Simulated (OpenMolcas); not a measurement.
**Pr3+: moving or changing the point charges**

Pr3+ among 6 point charges of -1 e arranged as an octahedron (Oh), 2.5 Å from the ion.
```
   2.5000    0.0000    0.0000  -1.00
   0.0000    2.5000    0.0000  -1.00
  -2.5000    0.0000    0.0000  -1.00
   0.0000   -2.5000    0.0000  -1.00
   0.0000    0.0000    2.5000  -1.00
   0.0000    0.0000   -2.5000  -1.00
```

| Property | Result |
| --- | --- |
| Program | OpenMolcas |
| Method | SS-CASPT2, IPEA 0.25 Eh, imaginary shift 0.1 Eh (closed shells correlated: 5s 5p) |
| Basis | ANO-RCC-VDZP [7s6p4d2f1g] |
| Scalar Hamiltonian | DKH2, point nucleus |
| Active space | 2 electrons in 7 orbitals (4f) |
| State averaging | 2S+1 = 3 even, 21 roots; 2S+1 = 1 even, 27 roots kept (CI in the orbitals of an earlier block) |
| Spin-orbit coupling | state interaction with AMFI integrals over the reference wave functions |

Runs around this geometry, states (labels of O, the rotations of Oh). Energies in cm-1 above the lowest state or level, χT in cm3 K/mol; under a threefold ground state the first gap can be a small split of the lowest multiplet, not the spin-orbit step.

```csv
R (Å),Ground state,First state of that spin,First gap with spin-orbit (degeneracies),Width of lowest J,χT at 300 K
2.5,3T1,3T2 180,"120 (1, 3)",365,1.592
2.63,3T1,3T2 130,"79 (1, 3)",270,1.617
2.9,3T1,3T2 51,"29 (1, 3)",155,1.637
```

Taking the width of the lowest J multiplet as R^-n, n = -ln(155 / 365) / ln(2.9 / 2.5) = 5.8 between the shortest and longest distance.

Roots that are degenerate in the reference are averaged as groups; the widest CASPT2 spread within a group is 530 cm-1 (the 3-fold group of multiplicity 1 near 6380 cm-1 above the lowest state of its run, R = 2.5). Shifts and gaps below about the spread of the groups concerned are not significant. This is an electrostatic model: the charges have no orbitals. No measured value stands beside these numbers.
